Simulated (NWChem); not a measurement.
Everything below was run with NWChem. System: bromotrifluoromethane (CBrF3), charge 0, spin multiplicity 1, at a geometry optimised with PBE0/def2-SVP. Level: CCSD(T)/def2-SVP, 13 core orbitals frozen.

Input file:

```
start mol
memory heap 100 mb stack 700 mb global 1900 mb
geometry units angstroms nocenter noautoz
  F      1.295733    -0.553263     1.072485
  C      0.814013     0.041935     0.000000
  F      1.295733    -0.553263    -1.072485
  F      1.200132     1.301877     0.000000
  Br    -1.114528    -0.057422     0.000000
  symmetry group Cs
end
basis spherical
  * library def2-svp
end
scf
  rhf
  nopen 0
  maxiter 100
  thresh 1e-7
  semidirect memsize 60000000 filesize 0
end
ccsd
  freeze core 13
  maxiter 60
end
task ccsd(t) energy
```

Part of the output:

```
             Northwest Computational Chemistry Package (NWChem) 7.3.0
             --------------------------------------------------------

                                NWChem Input Module
                                -------------------

 Scaling coordinates for geometry "geometry" by  1.889725989
 (inverse scale =  0.529177249)

 Turning off AUTOSYM since
 SYMMETRY directive was detected!

                             Geometry "geometry" -> ""
                             -------------------------

 Output coordinates in angstroms (scale by  1.889725989 to convert to a.u.)

  No.       Tag          Charge          X              Y              Z
 ---- ---------------- ---------- -------------- -------------- --------------
    1 F                    9.0000     1.29573300    -0.55326300     1.07248500
    2 C                    6.0000     0.81401300     0.04193500     0.00000000
    3 F                    9.0000     1.29573300    -0.55326300    -1.07248500
    4 F                    9.0000     1.20013200     1.30187700     0.00000000
    5 Br                  35.0000    -1.11452800    -0.05742200     0.00000000

 Effective nuclear repulsion energy (a.u.)     368.8456795699

            Nuclear Dipole moment (a.u.)
            ----------------------------
        X                 Y               Z
 ---------------- ---------------- ----------------
    -0.0000377945    -0.0000018897     0.0000000000

      Symmetry information
      --------------------

 Group name             Cs
 Group number              2
 Group order               2
 No. of unique centers     4

      Symmetry unique atoms

     1    2    4    5


 Summary of "ao basis" -> "" (spherical)
 ------------------------------------------------------------------------------
       Tag                 Description            Shells   Functions and Types
 ---------------- ------------------------------  ------  ---------------------
 *                          def2-svp                  on all atoms

 Summary of "ao basis" -> "ao basis" (spherical)
 ------------------------------------------------------------------------------
[...]
 ccsd(t): done       24 out of       54 progress:   44.4%
 ccsd(t): done       25 out of       54 progress:   46.3%
 ccsd(t): done       26 out of       54 progress:   48.1%
 ccsd(t): done       27 out of       54 progress:   50.0%
 ccsd(t): done       28 out of       54 progress:   51.9%
 ccsd(t): done       29 out of       54 progress:   53.7%
 ccsd(t): done       30 out of       54 progress:   55.6%
 ccsd(t): done       31 out of       54 progress:   57.4%
 ccsd(t): done       32 out of       54 progress:   59.3%
 ccsd(t): done       33 out of       54 progress:   61.1%
 ccsd(t): done       34 out of       54 progress:   63.0%
 ccsd(t): done       35 out of       54 progress:   64.8%
 ccsd(t): done       36 out of       54 progress:   66.7%
 ccsd(t): done       37 out of       54 progress:   68.5%
 ccsd(t): done       38 out of       54 progress:   70.4%
 ccsd(t): done       39 out of       54 progress:   72.2%
 ccsd(t): done       40 out of       54 progress:   74.1%
 ccsd(t): done       41 out of       54 progress:   75.9%
 ccsd(t): done       42 out of       54 progress:   77.8%
 ccsd(t): done       43 out of       54 progress:   79.6%
 ccsd(t): done       44 out of       54 progress:   81.5%
 ccsd(t): done       45 out of       54 progress:   83.3%
 ccsd(t): done       46 out of       54 progress:   85.2%
 ccsd(t): done       47 out of       54 progress:   87.0%
 ccsd(t): done       48 out of       54 progress:   88.9%
 ccsd(t): done       49 out of       54 progress:   90.7%
 ccsd(t): done       50 out of       54 progress:   92.6%
 ccsd(t): done       51 out of       54 progress:   94.4%
 ccsd(t): done       52 out of       54 progress:   96.3%
 ccsd(t): done       53 out of       54 progress:   98.1%
 ccsd(t): done       54 out of       54 progress:  100.0%
 Time for integral evaluation pass     1       10.09
 Time for triples evaluation pass      1       56.59

 pseudo-e(mp4)  -0.21451579260175E-01
 pseudo-e(mp5)   0.20103895469947E-02
        e(t)    -0.19441189713180E-01

 --------------
 CCSD(T) Energy
 --------------
 Reference energy:                   -2908.005360146605653

 CCSD corr. energy:                     -0.920030440464540
 T(CCSD) corr. energy:                  -0.021451579260175
 Total CCSD+T(CCSD) energy:          -2908.946842166330498

 CCSD corr. energy:                     -0.920030440464540
 (T) corr. energy:                      -0.019441189713180
 Total CCSD(T) energy:               -2908.944831776783303

 routine      calls  cpu(0)   cpu-min  cpu-ave  cpu-max   i/o
 aoccsd          1     0.10     0.10     0.10     0.10    0.00
 iterdrv         1     0.07     0.07     0.07     0.07    0.00
 pampt          11     0.66     0.66     0.66     0.66    0.00
 t2pm           11     1.81     1.81     1.81     1.81    0.00
 sxy            11     1.61     1.61     1.61     1.61    0.00
 ints      4532022   117.79   117.79   117.79   117.79    0.00
 t2eri        7326    53.84    53.84    53.84    53.84    0.00
 idx2         7326     6.36     6.36     6.36     6.36    0.00
 idx34          11     1.00     1.00     1.00     1.00    0.00
 ht2pm          11     1.73     1.73     1.73     1.73    0.00
 itm            11     9.11     9.11     9.11     9.11    0.00
 pdiis          11     0.22     0.22     0.22     0.22    0.00
 triples         1     0.00     0.00     0.00     0.00    0.00
 rdtrpo          1     0.08     0.08     0.08     0.08    0.00
 trpmos          1    10.09    10.09    10.09    10.09    0.00
 trpdrv          1     5.48     5.48     5.48     5.48    0.00
 dovvv      523908    20.18    20.18    20.18    20.18    0.00
 doooo      523908     8.97     8.97     8.97     8.97    0.00
 tengy      500094    20.67    20.67    20.67    20.67    0.00
 Total               259.78   259.78   259.78   259.78    0.00

 Task  times  cpu:      276.8s     wall:      276.8s

 Total times  cpu:      276.9s     wall:      276.9s
```
